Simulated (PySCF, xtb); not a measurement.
C9H6N4, SMILES C1C2=NC=CC3N2C(=NC=1)C=CN=3.

Harmonic wavenumbers (cm⁻¹) from GFN2-xTB run with xtb at its own minimum, in rising order: 120, 120, 198, 224, 417, 431, 431, 444, 444, 482, 482, 560, 659, 659, 662, 757, 781, 806, 806, 822, 823, 823, 906, 906, 918, 1076, 1076, 1094, 1113, 1113, 1166, 1214, 1214, 1220, 1258, 1258, 1310, 1353, 1353, 1449, 1514, 1546, 1546, 1589, 1589, 3072, 3072, 3072, 3143, 3143, 3143.

Q: What does PySCF 2.14.0 with r2SCAN-D4/def2-SVP give at its own minimum? (Estimate from the structure and the level; the computed values follow.)

A: 130, 130, 220, 237, 455, 457, 457, 482, 482, 504, 504, 593, 651, 715, 715, 803, 824, 824, 824, 840, 840, 848, 990, 990, 994, 1064, 1064, 1085, 1122, 1122, 1230, 1236, 1236, 1285, 1303, 1303, 1380, 1429, 1429, 1524, 1568, 1617, 1618, 1687, 1687, 3162, 3162, 3162, 3241, 3241, 3241. Paired by order, the mean absolute difference is 47 cm⁻¹ and the zero-point energies are 84.9 and 88.2 kcal/mol.
